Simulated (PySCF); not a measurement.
B(Me)2(PH2) (C2H8BP), SMILES CB(P)C.

Coordinates come from a B3LYP-D3(BJ)/def2-SVP optimisation. One conformer was computed; it need not be the lowest.

Two levels are set side by side: PBE/def2-TZVP (PySCF) and CAM-B3LYP/def2-TZVP (PySCF). Same geometry, gas phase. Differences are taken from unrounded values.

```json
[
 {"quantity": "orbital gap (eV)", "CAM-B3LYP": "8.61"},
 {"quantity": "highest occupied level (eV)", "CAM-B3LYP": "-8.35"},
 {"quantity": "lowest empty level (eV)", "CAM-B3LYP": "0.26"},
 {"quantity": "dipole moment (D)", "CAM-B3LYP": "1.18"},
 {"quantity": "mean polarisability (bohr³)", "CAM-B3LYP": "66.1"}
]
```

Question: What does PBE give, and how far is it from CAM-B3LYP? (The exact figures need the calculation; the answer reports its results.)

Answer: 
| quantity | PBE | PBE minus CAM-B3LYP |
|---|---|---|
| orbital gap (eV) | 4.16 | -4.45 |
| highest occupied level (eV) | -5.98 | 2.37 |
| lowest empty level (eV) | -1.82 | -2.08 |
| dipole moment (D) | 1.11 | -0.07 |
| mean polarisability (bohr³) | 69.4 | 3.3 |

Without exact exchange PBE keeps part of each electron's self-repulsion, which lifts occupied levels and narrows the gap. PBE's more diffuse valence density responds more strongly to a field. Differences between two approximate levels are no errors against the true value.

Rough cost on one machine, each run with all the roots and properties that it gave: CAM-B3LYP against PBE within a factor of 2.
